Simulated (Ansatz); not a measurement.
`[CH3][AlH][SiH](O)F` + `[SiH3]N[SiH3]` → `[CH3][AlH][N]([SiH3])[SiH3]` + `O[SiH2]F`  (cleavage of the Al–Si bond)

Computed with Ansatz on PBE0-D4/def2-TZVP structures; ΔE is electronic, products minus reactants. CBS: MP2 limit from def2 TZ/QZ plus the TZ coupled-cluster correction, frozen cores. This one scheme is used for every species. DFT in def2-TZVPP. Each species was taken in one conformer, which may not be the lowest.

| level | ΔE (kJ/mol) |
| --- | --- |
| PBE0-D4 | -115.8 |
| B2PLYP | -127.6 |
| r2SCAN | -126.8 |
| HF/def2-TZVPP | -128.6 |
| MP2/def2-TZVPP | -144.1 |
| MP2/def2-QZVPP | -143.4 |
| SCS-MP2/def2-QZVPP | -139.5 |
| MP2/CBS(def2) | -142.2 |

What does CCSD(T)/CBS give? (Estimate.)

Computed: -131.6 kJ/mol. The listed levels differ from it by 15.8, 4.0, 4.8, 3.0, -12.5, -11.8, -7.9, -10.6 kJ/mol.

Largest T1 diagnostic among the species: 0.012.

In def2-TZVPP, CCSD(T) changes the Hartree–Fock value by −4.9 kJ/mol (the triples alone add −1.5 kJ/mol) and MP2 by −15.5 kJ/mol. From PBE to PBE0 (25 % exact exchange), in def2-TZVPP and without D4, ΔE moves by −7.5 kJ/mol.

CCSD(T)/CBS has its own doubt, a few kJ/mol and more with outer-core shells, so smaller differences from it don't rank the levels.
